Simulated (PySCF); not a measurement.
C4H11FSi2.
Cartesian coordinates in Å at the GFN2-xTB level; atoms count from 1:
```xyz
18
C4H11FSi2 angstrom
C      2.0795    0.0601   -0.9653
C      1.6934    0.4394    0.4607
Si    -0.1703    0.2620    0.8047
C     -0.9374   -1.3936    0.1929
Si    -1.9538   -0.5459   -1.1975
C     -1.2789    1.1414   -0.5249
F     -2.2754    1.9455    0.0373
H      1.8378   -0.9806   -1.1673
H      3.1478    0.1977   -1.1256
H      1.5449    0.6756   -1.6850
H      2.2522   -0.1823    1.1609
H      2.0010    1.4685    0.6508
H     -0.5041    0.6533    2.1765
H     -1.5593   -1.8779    0.9413
H     -0.2278   -2.1450   -0.1434
H     -3.4044   -0.6665   -1.0951
H     -1.4790   -0.8361   -2.5524
H     -0.7752    1.7908   -1.2449
```

Theory: TDDFT B3LYP/def2-SVPD, vertical, gas phase, core orbitals frozen in the response (PySCF 2.14.0, density-fitted response routines).

Transition dipole moments from the ground state, in atomic units and in the frame of the coordinates above (overall signs are arbitrary), for the states with f of 0.002 or more among the lowest 7:

```
state  E (hartree)      μx      μy      μz
   S1       0.2063   0.127   0.106   0.174
   S2       0.2211  -0.180  -0.181  -0.149
   S3       0.2359   0.083   0.075   0.093
   S4       0.2414  -0.179  -0.013  -0.045
   S5       0.2423  -0.303  -0.096  -0.284
   S6       0.2518   0.119   0.117   0.138
   S7       0.2548   0.135   0.173  -0.051
```

**Question.** Work out the oscillator strengths.

**Answer.** f = (2/3) ΔE |μ|² with ΔE in hartree (27.2114 eV).

| state | \|μ\|² (au) | \|μ\| (D) | f |
| --- | --- | --- | --- |
| S1 | 0.058 | 0.61 | 0.008 |
| S2 | 0.088 | 0.75 | 0.013 |
| S3 | 0.021 | 0.37 | 0.003 |
| S4 | 0.034 | 0.47 | 0.006 |
| S5 | 0.182 | 1.08 | 0.029 |
| S6 | 0.047 | 0.55 | 0.008 |
| S7 | 0.051 | 0.57 | 0.009 |

**Question.** What angle do the transition dipoles of S2 and S5 make?

**Answer.** |cos θ| = |μa·μb| / (|μa| |μb|) = 0.91, so θ ≈ 25° (taken between 0 and 90°, since the signs are arbitrary).

One conformer stands for the species.
